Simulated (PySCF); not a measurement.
vinyl chloride (C2H3Cl), singlet, at a GFN2-xTB geometry, atoms displaced at random by about 0.08 Å a coordinate; PySCF with TPSS/6-31G, gradient by finite differences.

Input for PySCF:
```python
from pyscf import gto, scf, dft

mol = gto.Mole()
mol.atom = '''
    C     0.068626    0.792572   -0.055419
    C     1.204515    0.986590    0.063759
    Cl   -0.685579   -0.877767    0.148316
    H    -0.684478    1.577382    0.092213
    H     2.109926    0.311829    0.151721
    H     1.658234    2.111130    0.059193
'''
mol.basis = '6-31g'
mol.charge = 0
mol.spin = 0
mol.verbose = 4
mol.build()

mf = dft.RKS(mol)
mf.xc = 'tpss'
mf.conv_tol = 1e-11
mf.kernel()
scan, done = mf.as_scanner(), []
scan.scf_summary = {}
def energy(d):
    c = mol.atom_coords()
    c[4, 2] += d
    e = scan(mol.set_geom_(c, unit='Bohr', inplace=False))
    done.append(scan.converged)
    return e
h = 0.01
fd = (energy(h) - energy(-h)) / (2 * h)
print('dE/dx =', fd)
```

Question: Predict the main parts of the log of this PySCF run.

Answer: 
```
PySCF version 2.14.0

[INPUT] verbose = 4
[INPUT] num. atoms = 6
[INPUT] num. electrons = 32
[INPUT] charge = 0
[INPUT] spin (= nelec alpha-beta = 2S) = 0
[INPUT] symmetry False subgroup None
[INPUT] Mole.unit = angstrom
[INPUT] Symbol           X                Y                Z      unit          X                Y                Z       unit  Magmom
[...]
nuclear repulsion = 88.6654844250239
number of shells = 23
number of NR pGTOs = 102
number of NR cGTOs = 37
basis = 6-31g
ecp = {}

******** <class 'pyscf.dft.rks.RKS'> ********
method = RKS
initial guess = minao
damping factor = 0
level_shift factor = 0
DIIS = <class 'pyscf.scf.diis.CDIIS'>
diis_start_cycle = 1
diis_space = 8
diis_damp = 0
SCF conv_tol = 1e-11
SCF conv_tol_grad = None
SCF max_cycles = 50
direct_scf = True
direct_scf_tol = 1e-13
XC library pyscf.dft.libxc version 7.1.2
    S. Lehtola, C. Steigemann, M. J. T. Oliveira, and M. A. L. Marques,  SoftwareX 7, 1–5 (2018)
XC functionals = tpss
    J. Tao, J. P. Perdew, V. N. Staroverov, and G. E. Scuseria,  Phys. Rev. Lett. 91, 146401 (2003)
    J. P. Perdew, J. Tao, V. N. Staroverov, and G. E. Scuseria,  J. Chem. Phys. 120, 6898 (2004)
    J. Tao, J. P. Perdew, V. N. Staroverov, and G. E. Scuseria,  Phys. Rev. Lett. 91, 146401 (2003)
    J. P. Perdew, J. Tao, V. N. Staroverov, and G. E. Scuseria,  J. Chem. Phys. 120, 6898 (2004)
radial grids:
    Treutler-Ahlrichs [JCP 102, 346 (1995); DOI:10.1063/1.469408] (M4) radial grids

becke partition: Becke, JCP 88, 2547 (1988); DOI:10.1063/1.454033
pruning grids: <function nwchem_prune>
grids dens level: 3
symmetrized grids: False
atomic radii adjust function: <function treutler_atomic_radii_adjust>
small_rho_cutoff = 0
Set gradient conv threshold to 3.16228e-06
Initial guess from minao.
tot grids = 76544
init E= -538.402361037895
[...]
cycle= 1 E= -538.072028376994  delta_E= 0.33  |g|= 0.339  |ddm|= 2.39
[...]
cycle= 2 E= -538.058109164956  delta_E= 0.0139  |g|= 0.404  |ddm|= 0.872
[...]
cycle= 3 E= -538.106378615042  delta_E= -0.0483  |g|= 0.0671  |ddm|= 0.475
[...]
cycle= 4 E= -538.107698820119  delta_E= -0.00132  |g|= 0.0145  |ddm|= 0.097
[...]
cycle= 5 E= -538.107757936065  delta_E= -5.91e-05  |g|= 0.0049  |ddm|= 0.0304
[...]
cycle= 6 E= -538.107765262522  delta_E= -7.33e-06  |g|= 0.00119  |ddm|= 0.00928
[...]
cycle= 7 E= -538.107765712915  delta_E= -4.5e-07  |g|= 5.58e-05  |ddm|= 0.00189
[...]
cycle= 8 E= -538.107765713915  delta_E= -9.99e-10  |g|= 1.27e-05  |ddm|= 0.000144
[...]
cycle= 9 E= -538.107765713973  delta_E= -5.78e-11  |g|= 1.02e-06  |ddm|= 3.07e-05
[...]
cycle= 10 E= -538.107765713973  delta_E= -9.09e-13  |g|= 1.27e-07  |ddm|= 3.9e-06
[...]
Extra cycle  E= -538.107765713972  delta_E= 1.14e-12  |g|= 1.86e-07  |ddm|= 5.84e-07
converged SCF energy = -538.107765713972
Create scanner for <class 'pyscf.dft.rks.RKS'>

WARN: Mole.unit (angstrom) is changed to Bohr

New geometry
   1 C      0.068626000000   0.792572000000  -0.055419000000 AA    0.129684345024   1.497744013999  -0.104726732097 Bohr
   2 C      1.204515000000   0.986590000000   0.063759000000 AA    2.276203462930   1.864384897235   0.120487047976 Bohr
   3 Cl    -0.685579000000  -0.877767000000   0.148316000000 AA   -1.295556546753  -1.658739231181   0.280276619891 Bohr
   4 H     -0.684478000000   1.577382000000   0.092213000000 AA   -1.293475958290   2.980819973819   0.174257315125 Bohr
   5 H      2.109926000000   0.311829000000   0.157012772109 AA    3.987182283099   0.589271407697   0.296711137345 Bohr
   6 H      1.658234000000   2.111130000000   0.059193000000 AA    3.133608110442   3.989457513353   0.111858558491 Bohr

******** <class 'pyscf.scf.hf.RKS_Scanner'> ********
method = RKS_Scanner
initial guess = minao
damping factor = 0
level_shift factor = 0
DIIS = <class 'pyscf.scf.diis.CDIIS'>
diis_start_cycle = 1
diis_space = 8
diis_damp = 0
SCF conv_tol = 1e-11
SCF conv_tol_grad = None
SCF max_cycles = 50
direct_scf = True
direct_scf_tol = 1e-13
XC library pyscf.dft.libxc version 7.1.2
[...]
radial grids:
    Treutler-Ahlrichs [JCP 102, 346 (1995); DOI:10.1063/1.469408] (M4) radial grids

becke partition: Becke, JCP 88, 2547 (1988); DOI:10.1063/1.454033
pruning grids: <function nwchem_prune>
grids dens level: 3
symmetrized grids: False
atomic radii adjust function: <function treutler_atomic_radii_adjust>
small_rho_cutoff = 0
Set gradient conv threshold to 3.16228e-06
tot grids = 76544
init E= -538.107602395471
[...]
cycle= 1 E= -538.107729304005  delta_E= -0.000127  |g|= 0.00018  |ddm|= 0.00311
[...]
cycle= 2 E= -538.107729294757  delta_E= 9.25e-09  |g|= 0.000273  |ddm|= 0.000716
[...]
cycle= 3 E= -538.107729316402  delta_E= -2.16e-08  |g|= 5.12e-05  |ddm|= 0.000334
[...]
cycle= 4 E= -538.107729317121  delta_E= -7.18e-10  |g|= 1.29e-05  |ddm|= 7.96e-05
[...]
cycle= 5 E= -538.107729317164  delta_E= -4.37e-11  |g|= 3.43e-06  |ddm|= 1.99e-05
[...]
cycle= 6 E= -538.10772931717  delta_E= -5.91e-12  |g|= 9.6e-07  |ddm|= 6.75e-06
[...]
Extra cycle  E= -538.107729317168  delta_E= 1.59e-12  |g|= 1.31e-06  |ddm|= 4.03e-06
converged SCF energy = -538.107729317168

WARN: Mole.unit (angstrom) is changed to Bohr

New geometry
   1 C      0.068626000000   0.792572000000  -0.055419000000 AA    0.129684345024   1.497744013999  -0.104726732097 Bohr
   2 C      1.204515000000   0.986590000000   0.063759000000 AA    2.276203462930   1.864384897235   0.120487047976 Bohr
   3 Cl    -0.685579000000  -0.877767000000   0.148316000000 AA   -1.295556546753  -1.658739231181   0.280276619891 Bohr
   4 H     -0.684478000000   1.577382000000   0.092213000000 AA   -1.293475958290   2.980819973819   0.174257315125 Bohr
   5 H      2.109926000000   0.311829000000   0.146429227891 AA    3.987182283099   0.589271407697   0.276711137345 Bohr
   6 H      1.658234000000   2.111130000000   0.059193000000 AA    3.133608110442   3.989457513353   0.111858558491 Bohr

******** <class 'pyscf.scf.hf.RKS_Scanner'> ********
method = RKS_Scanner
initial guess = minao
damping factor = 0
level_shift factor = 0
DIIS = <class 'pyscf.scf.diis.CDIIS'>
diis_start_cycle = 1
diis_space = 8
diis_damp = 0
SCF conv_tol = 1e-11
SCF conv_tol_grad = None
SCF max_cycles = 50
direct_scf = True
direct_scf_tol = 1e-13
XC library pyscf.dft.libxc version 7.1.2
    S. Lehtola, C. Steigemann, M. J. T. Oliveira, and M. A. L. Marques,  SoftwareX 7, 1–5 (2018)
XC functionals = tpss
    J. Tao, J. P. Perdew, V. N. Staroverov, and G. E. Scuseria,  Phys. Rev. Lett. 91, 146401 (2003)
    J. P. Perdew, J. Tao, V. N. Staroverov, and G. E. Scuseria,  J. Chem. Phys. 120, 6898 (2004)
    J. Tao, J. P. Perdew, V. N. Staroverov, and G. E. Scuseria,  Phys. Rev. Lett. 91, 146401 (2003)
    J. P. Perdew, J. Tao, V. N. Staroverov, and G. E. Scuseria,  J. Chem. Phys. 120, 6898 (2004)
radial grids:
    Treutler-Ahlrichs [JCP 102, 346 (1995); DOI:10.1063/1.469408] (M4) radial grids

becke partition: Becke, JCP 88, 2547 (1988); DOI:10.1063/1.454033
pruning grids: <function nwchem_prune>
grids dens level: 3
symmetrized grids: False
atomic radii adjust function: <function treutler_atomic_radii_adjust>
small_rho_cutoff = 0
Set gradient conv threshold to 3.16228e-06
tot grids = 76544
init E= -538.1080358042
[...]
cycle= 1 E= -538.1077982208  delta_E= 0.000238  |g|= 0.000331  |ddm|= 0.00622
[...]
cycle= 2 E= -538.107798195616  delta_E= 2.52e-08  |g|= 0.000483  |ddm|= 0.00132
[...]
cycle= 3 E= -538.107798262932  delta_E= -6.73e-08  |g|= 0.000103  |ddm|= 0.000605
[...]
cycle= 4 E= -538.107798265819  delta_E= -2.89e-09  |g|= 2.3e-05  |ddm|= 0.000151
[...]
cycle= 5 E= -538.107798265959  delta_E= -1.4e-10  |g|= 6.69e-06  |ddm|= 3.58e-05
[...]
cycle= 6 E= -538.107798265973  delta_E= -1.33e-11  |g|= 1.87e-06  |ddm|= 1.3e-05
[...]
cycle= 7 E= -538.107798265975  delta_E= -2.27e-12  |g|= 1.76e-07  |ddm|= 3.6e-06
[...]
Extra cycle  E= -538.107798265975  delta_E= -2.27e-13  |g|= 2.14e-07  |ddm|= 7.53e-07
converged SCF energy = -538.107798265975
dE/dx = 0.003447440332138285
```
